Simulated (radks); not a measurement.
Problem. Valence configurations of Mg+ (all share [Ne]). All-electron calculation, non-relativistic Kohn-Sham, TPSS, spin-polarised, spherical densities, point nucleus; open shells are filled with parallel spins first; meta-GGA in the generalised Kohn-Sham scheme. Program: a radial shooting solver on a logarithmic mesh with Libxc functionals. Order these by energy: 3s0.5 3p0.5; 3p1; 3s1.

Solution. From the lowest, in eV above it: 3s1 0.000; 3s0.5 3p0.5 2.198; 3p1 4.353. NIST lists [Ne] 3s1 as the ground configuration; this level of theory agrees among the configurations tried. The energies are those of spherical high-spin densities, not of single terms.
